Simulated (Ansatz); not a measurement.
Stepwise reaction of `[NH2][Sc]([NH2])[NH2]` with hydrogen chloride, as a gas-phase model of exchange steps in deposition or etching. ΔE in kJ/mol; ΔG adds harmonic PBE0-D4 terms to CCSD(T)/CBS, at 1 bar.

Program: Ansatz. Geometries: PBE0-D4/def2-TZVP. ΔE: electronic, gas phase. CCSD(T)/CBS is the MP2 limit (def2-TZVPP, def2-QZVPP) plus CCSD(T) − MP2 in def2-TZVPP, frozen cores. This one scheme is used for every species. DFT in def2-TZVPP. B3LYP here is the variant with VWN-RPA as its local correlation; programs differ in this. For Sc outer-core shells are correlated without core-valence functions, which leaves a few kJ/mol of doubt a bond. Scalar relativity is left out up to krypton. Each species was taken in one conformer, which may not be the lowest.

| step | reaction | PBE-D4 | B3LYP-D4 | ωB97M-V | CCSD(T)/CBS | ΔG(600 K) |
| --- | --- | --- | --- | --- | --- | --- |
| 1 | `[NH2][Sc]([NH2])[NH2]` + HCl → `[NH2][Sc]([NH2])[Cl]` + NH₃ | -130.0 | -133.1 | -134.0 | -132.2 | -123.8 |
| 2 | `[NH2][Sc]([NH2])[Cl]` + HCl → `[NH2][Sc]([Cl])[Cl]` + NH₃ | -114.6 | -117.0 | -117.7 | -117.6 | -106.0 |
| 3 | `[NH2][Sc]([Cl])[Cl]` + HCl → `[Cl][Sc]([Cl])[Cl]` + NH₃ | -95.4 | -96.9 | -96.7 | -98.6 | -83.9 |

Problem. By hand: ΔE of the 3 steps together at CCSD(T)/CBS.

Solution. (-132.2) + (-117.6) + (-98.6) = -348.4 kJ/mol, or -116.1 kJ/mol a step.

In ΔE each step is higher than the one before. All are downhill at CCSD(T)/CBS. ΔG lies between -123.8 and -83.9 kJ/mol a step. PBE-D4 differs from CCSD(T)/CBS by 2.2 to 3.2 kJ/mol a step. Isolated molecules leave out the surface, adducts and barriers. Largest T1 diagnostic: 0.014.
